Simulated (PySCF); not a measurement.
C₆H₁₈NSi, charge +2, quartet, geometry from GFN2-xTB of the parent state (a state made from the parent by changing its charge; the spin is typed, not shown lowest); SVWN5/STO-3G in PySCF.

Here is a job for PySCF.
```python
from pyscf import gto, scf, dft

mol = gto.Mole()
mol.atom = '''
    C    -2.44158447   -0.47259998   -0.84144908
    C    -1.38377505    0.42128854   -0.20783463
    C    -1.73863077    0.73716648    1.23735969
    N    -0.03310401   -0.22980527   -0.36168150
    Si    0.45371572   -1.41503465    1.02917220
    C     1.01927492    0.72867460   -0.84438929
    C     2.24028155   -0.02599562   -1.35083361
    C     1.41401906    1.74508257    0.21320984
    H    -2.51594642   -1.42669558   -0.32556153
    H    -2.22926365   -0.65454190   -1.89371515
    H    -3.41231782    0.01209833   -0.78351925
    H    -1.34826911    1.36166465   -0.76867485
    H    -0.96095528    1.30642068    1.73599187
    H    -1.94130553   -0.16588165    1.80803622
    H    -2.64395264    1.33976029    1.24706630
    H    -0.15384152   -0.86414291   -1.15599135
    H     0.78441183   -0.58117691    2.16992428
    H     1.55508762   -2.16694785    0.44665064
    H    -0.74176644   -2.23455858    1.16638405
    H     0.57543820    1.26319539   -1.69410042
    H     2.83759342   -0.41669568   -0.53146549
    H     2.86826675    0.65667093   -1.91753761
    H     1.96260827   -0.84267222   -2.01428777
    H     2.15213112    2.41998132   -0.21254861
    H     0.56953383    2.34730385    0.53387949
    H     1.86474402    1.26364066    1.07645148
'''
mol.basis = 'sto-3g'
mol.charge = 2
mol.spin = 3
mol.verbose = 4
mol.build()

mf = dft.UKS(mol)
mf.xc = 'lda,vwn'
mf.kernel()
mf.analyze()
```

Problem. What does PySCF print? Leave out banner, timings and long lists.

Solution. 
```
PySCF version 2.14.0

[INPUT] verbose = 4
[INPUT] num. atoms = 26
[INPUT] num. electrons = 73
[INPUT] charge = 2
[INPUT] spin (= nelec alpha-beta = 2S) = 3
[INPUT] symmetry False subgroup None
[INPUT] Mole.unit = angstrom
[INPUT] Symbol           X                Y                Z      unit          X                Y                Z       unit  Magmom
[...]
nuclear repulsion = 520.219536198675
number of shells = 44
number of NR pGTOs = 186
number of NR cGTOs = 62
basis = sto-3g
ecp = {}

******** <class 'pyscf.dft.uks.UKS'> ********
method = UKS
initial guess = minao
damping factor = 0
level_shift factor = 0
DIIS = <class 'pyscf.scf.diis.CDIIS'>
diis_start_cycle = 1
diis_space = 8
diis_damp = 0
SCF conv_tol = 1e-09
SCF conv_tol_grad = None
SCF max_cycles = 50
direct_scf = True
direct_scf_tol = 1e-13
number electrons alpha = 38  beta = 35
XC library pyscf.dft.libxc version 7.1.2
    S. Lehtola, C. Steigemann, M. J. T. Oliveira, and M. A. L. Marques,  SoftwareX 7, 1–5 (2018)
XC functionals = lda,vwn
    P. A. M. Dirac,  Math. Proc. Cambridge Philos. Soc. 26, 376 (1930)
    F. Bloch,  Z. Phys. 57, 545 (1929)
    S. H. Vosko, L. Wilk, and M. Nusair,  Can. J. Phys. 58, 1200 (1980)
radial grids:
    Treutler-Ahlrichs [JCP 102, 346 (1995); DOI:10.1063/1.469408] (M4) radial grids

becke partition: Becke, JCP 88, 2547 (1988); DOI:10.1063/1.454033
pruning grids: <function nwchem_prune>
grids dens level: 3
symmetrized grids: False
atomic radii adjust function: <function treutler_atomic_radii_adjust>
small_rho_cutoff = 0
Set gradient conv threshold to 3.16228e-05
tot grids = 294336
init E= -573.02597318731

cycle= 1 E= -571.822006381836  delta_E=  1.2  |g|= 0.246  |ddm|= 4.53

cycle= 2 E= -571.603232824326  delta_E= 0.219  |g|= 0.481  |ddm|= 1.75

cycle= 3 E= -571.759077997081  delta_E= -0.156  |g|= 0.285  |ddm|= 1.69

cycle= 4 E= -571.811586571933  delta_E= -0.0525  |g|= 0.201  |ddm|= 1.49

cycle= 5 E= -571.841727503768  delta_E= -0.0301  |g|= 0.131  |ddm|= 1.13

cycle= 6 E= -571.86183049787  delta_E= -0.0201  |g|= 0.0883  |ddm|= 0.864

cycle= 7 E= -571.849025966149  delta_E= 0.0128  |g|= 0.109  |ddm|= 0.961

cycle= 8 E= -571.871481984228  delta_E= -0.0225  |g|= 0.0402  |ddm|= 0.713

cycle= 9 E= -571.867553251542  delta_E= 0.00393  |g|= 0.0585  |ddm|= 0.502

cycle= 10 E= -571.873734109653  delta_E= -0.00618  |g|= 0.0138  |ddm|= 0.275

cycle= 11 E= -571.873819224564  delta_E= -8.51e-05  |g|= 0.0118  |ddm|= 0.159

cycle= 12 E= -571.873406335068  delta_E= 0.000413  |g|= 0.0184  |ddm|= 0.177

cycle= 13 E= -571.873776076472  delta_E= -0.00037  |g|= 0.0126  |ddm|= 0.036

cycle= 14 E= -571.874041902023  delta_E= -0.000266  |g|= 0.00659  |ddm|= 0.0558

cycle= 15 E= -571.874050705798  delta_E= -8.8e-06  |g|= 0.00521  |ddm|= 0.0252

cycle= 16 E= -571.874097396797  delta_E= -4.67e-05  |g|= 0.00161  |ddm|= 0.0208

cycle= 17 E= -571.874102207683  delta_E= -4.81e-06  |g|= 0.000437  |ddm|= 0.00663

cycle= 18 E= -571.874102271562  delta_E= -6.39e-08  |g|= 0.000368  |ddm|= 0.00453

cycle= 19 E= -571.874102538697  delta_E= -2.67e-07  |g|= 8.74e-05  |ddm|= 0.00164

cycle= 20 E= -571.874102539023  delta_E= -3.27e-10  |g|= 8.48e-05  |ddm|= 0.00104

cycle= 21 E= -571.874102552379  delta_E= -1.34e-08  |g|= 2.78e-05  |ddm|= 0.000656

cycle= 22 E= -571.874102552423  delta_E= -4.39e-11  |g|= 2.75e-05  |ddm|= 4.68e-05

Extra cycle  E= -571.874100475476  delta_E= 2.08e-06  |g|= 0.00101  |ddm|= 0.00615
SCF not converged.
SCF energy = -571.874100475476 after 50 cycles  <S^2> = 3.7508469  2S+1 = 4.0004234
**** SCF Summaries ****
Total Energy =                        -571.874100475475643
Nuclear Repulsion Energy =             520.219536198674632
One-electron Energy =                -1794.602272300347977
Two-electron Energy =                  702.508635626197702
Two-electron Coulomb Energy =          764.973024236850961
DFT Exchange-Correlation Energy =      -62.464388610653238
**** MO energy ****
                             alpha | beta                alpha | beta
[...]
spin_pop of  5 C 2py       0.01961
spin_pop of  5 C 2pz       0.04634
spin_pop of  6 C 1s       -0.00000
spin_pop of  6 C 2s        0.00069
spin_pop of  6 C 2px       0.04080
spin_pop of  6 C 2py       0.03940
spin_pop of  6 C 2pz       0.00981
spin_pop of  7 C 1s       -0.00000
spin_pop of  7 C 2s        0.00077
spin_pop of  7 C 2px       0.05450
spin_pop of  7 C 2py      -0.00239
spin_pop of  7 C 2pz       0.04362
spin_pop of  8 H 1s        0.03233
spin_pop of  9 H 1s        0.01386
spin_pop of  10 H 1s        0.01448
spin_pop of  11 H 1s        0.06177
spin_pop of  12 H 1s        0.01905
spin_pop of  13 H 1s        0.04589
spin_pop of  14 H 1s        0.00419
spin_pop of  15 H 1s        0.00425
spin_pop of  16 H 1s        0.07211
spin_pop of  17 H 1s        0.15760
spin_pop of  18 H 1s        0.15942
spin_pop of  19 H 1s        0.09318
spin_pop of  20 H 1s        0.04287
spin_pop of  21 H 1s        0.00618
spin_pop of  22 H 1s        0.00298
spin_pop of  23 H 1s        0.01354
spin_pop of  24 H 1s        0.02192
spin_pop of  25 H 1s        0.03427
 ** Mulliken Spin Density (per atom)  **
spin density of  0 C =      0.08970
spin density of  1 C =      0.14729
spin density of  2 C =      0.13132
spin density of  3 N =      0.52468
spin density of  4 Si =      0.96878
spin density of  5 C =      0.15114
spin density of  6 C =      0.09069
spin density of  7 C =      0.09649
spin density of  8 H =      0.03233
spin density of  9 H =      0.01386
spin density of  10 H =      0.01448
spin density of  11 H =      0.06177
spin density of  12 H =      0.01905
spin density of  13 H =      0.04589
spin density of  14 H =      0.00419
spin density of  15 H =      0.00425
spin density of  16 H =      0.07211
spin density of  17 H =      0.15760
spin density of  18 H =      0.15942
spin density of  19 H =      0.09318
spin density of  20 H =      0.04287
spin density of  21 H =      0.00618
spin density of  22 H =      0.00298
spin density of  23 H =      0.01354
spin density of  24 H =      0.02192
spin density of  25 H =      0.03427
 ** Mulliken pop alpha/beta on meta-lowdin orthogonal AOs **
 ** Mulliken pop       alpha | beta **
In total            38.00000 | 35.00000
 ** Mulliken atomic charges   ( Nelec_alpha | Nelec_beta ) **
charge of  0C =     -0.16033  (     3.12501      3.03532 )
charge of  1C =      0.04709  (     3.05010      2.90281 )
charge of  2C =     -0.14656  (     3.13894      3.00762 )
charge of  3N =     -0.05504  (     3.78986      3.26518 )
charge of  4Si =      0.41940  (     7.27469      6.30591 )
charge of  5C =      0.04850  (     3.05132      2.90018 )
charge of  6C =     -0.15903  (     3.12486      3.03417 )
charge of  7C =     -0.15646  (     3.12648      3.02998 )
charge of  8H =      0.12045  (     0.45594      0.42361 )
charge of  9H =      0.11466  (     0.44960      0.43574 )
charge of  10H =      0.13423  (     0.44012      0.42565 )
charge of  11H =      0.14573  (     0.45802      0.39625 )
charge of  12H =      0.11676  (     0.45115      0.43210 )
charge of  13H =      0.13047  (     0.45771      0.41182 )
charge of  14H =      0.12979  (     0.43720      0.43301 )
charge of  15H =      0.21425  (     0.39500      0.39075 )
charge of  16H =      0.03000  (     0.52106      0.44895 )
charge of  17H =      0.06773  (     0.54493      0.38733 )
charge of  18H =      0.06289  (     0.54826      0.38885 )
charge of  19H =      0.16213  (     0.46553      0.37234 )
charge of  20H =      0.12750  (     0.45768      0.41481 )
charge of  21H =      0.12810  (     0.43904      0.43286 )
charge of  22H =      0.10402  (     0.44948      0.44650 )
charge of  23H =      0.13532  (     0.43911      0.42557 )
charge of  24H =      0.11536  (     0.45328      0.43136 )
charge of  25H =      0.12305  (     0.45561      0.42134 )

WARN: System has nonzero charge 2; the dipole moment is origin-dependent.
Location of origin: [0. 0. 0.]

Dipole moment(X, Y, Z, Debye): -0.18227, -0.83389, -0.57129
```

The run did not converge; its last values are not results.
